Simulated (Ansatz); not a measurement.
Level of theory: Ansatz (a quantum-chemistry and plane-wave program) with frozen-core CCSD(T)/cc-pVTZ // PBE-D3(BJ)/def2-SVP.

Ansatz 0.2 input:
```yaml
crystal:
  periodic: [false, false, false]
  atoms:
    - { symbol: B, position_ang: [-0.076251, 0.059098, 0.120378] }
    - { symbol: F, position_ang: [-0.210081, 1.38678, -0.166327] }
    - { symbol: F, position_ang: [1.156462, -0.339161, 0.55013] }
    - { symbol: F, position_ang: [-1.14306, -0.561754, 0.659677] }
    - { symbol: O, position_ang: [-0.023274, -0.595449, -1.557763] }
    - { symbol: H, position_ang: [0.887234, -0.950073, -1.62833] }
    - { symbol: H, position_ang: [-0.030649, 0.213159, -2.110817] }
basis:
  gaussian: { orbitals: cc-pVTZ }
correlation:
  method: ccsd_t
```

Output:

```
Functional definition: HF
1099 factors; integrals over basis functions are off by at most 1.5e-3 eV
mean field evaluation 1: about -10864.4186 eV, gradient 4.6e1 eV
mean field evaluation 2: about -10864.5433 eV, gradient 4.6e1 eV
mean field evaluation 4: about -10867.8550 eV, gradient 2.5e0 eV
mean field evaluation 8: about -10867.8816 eV, gradient 1.4e-1 eV
mean field evaluation 16: about -10866.8935 eV, gradient 2.6e1 eV
mean field -10867.88166947 eV, -399.3872848382 hartree, gradient 1.2e-6 eV, S^2 0.000000; 0 other end points of the search recorded, 0 dependent functions left out
5 core orbitals not correlated
reference -10867.88166947 eV, -399.3872848382 hartree; 16, 16 occupied and 157, 157 virtual orbitals, 1099 factors
second order -30.30308885 eV of doubles, -0.00000000 eV of singles
cycle   1  -29.78013223 eV  change    5.2e-1 eV  update   9.5e-2
cycle   2  -30.31998259 eV  change   -5.4e-1 eV  update   2.5e-2
cycle   3  -30.43664813 eV  change   -1.2e-1 eV  update   1.2e-2
cycle   4  -30.41619390 eV  change    2.0e-2 eV  update   2.2e-3
cycle   5  -30.41490199 eV  change    1.3e-3 eV  update   9.3e-4
cycle   6  -30.41581194 eV  change   -9.1e-4 eV  update   2.5e-4
cycle   7  -30.41566835 eV  change    1.4e-4 eV  update   8.9e-5
cycle   8  -30.41560116 eV  change    6.7e-5 eV  update   2.5e-5
cycle   9  -30.41560347 eV  change   -2.3e-6 eV  update   9.1e-6
perturbative correction -0.91643467 eV, -0.0336783528 hartree
Total energy: -10899.21370761 eV, -400.5387160022 hartree
```

Cost: around 2.4 core-minutes (rough).
